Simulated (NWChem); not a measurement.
# C$_{2}$H$_{6}$GeO, singlet; SMILES C[O][Ge][CH3]

```xyz
10

Ge     0.4310    -0.6740    -0.0001
C     -1.5705    -0.8225     0.0000
H     -1.8595    -1.8850    -0.0052
H     -2.0169    -0.3400    -0.8868
H     -2.0138    -0.3503     0.8939
O      0.6249     1.1038     0.0003
C     -0.3028     2.1463    -0.0002
H     -1.3525     1.8030     0.0104
H     -0.1466     2.7898     0.8836
H     -0.1607     2.7776    -0.8950
```
Atoms are numbered in this order, from 1.

Results from NWChem. Medium grid unless said otherwise, to which SCAN and Minnesota functionals are sensitive. Low-valent species are run as closed-shell singlets; no triplet was tried in these runs. The geometry was optimised at PBE0/def2-SVP. B3LYP is NWChem's, with the RPA form of VWN correlation. Total energies of different functionals are on different scales.

```
level                                 energy (Ha)  highest occupied level (eV)  orbital gap (eV)  dipole (D)
------------------------------------  -----------  ---------------------------  ----------------  ----------
PBE/def2-SVP                           -2231.1567                        -5.32              2.84        1.71
B3LYP/def2-SVP                         -2231.7147                        -6.24              4.30        1.64
LDA (Slater exchange, VWN5)/def2-SVP   -2227.2222                        -5.44              2.78        1.83
r2SCAN/def2-SVP                        -2231.5659                        -5.60              3.16        1.79
BLYP/def2-SVP                          -2231.6594                        -5.17              2.80        1.59
PBE0/def2-SVP                          -2231.2221                        -6.45              4.72        1.76
```
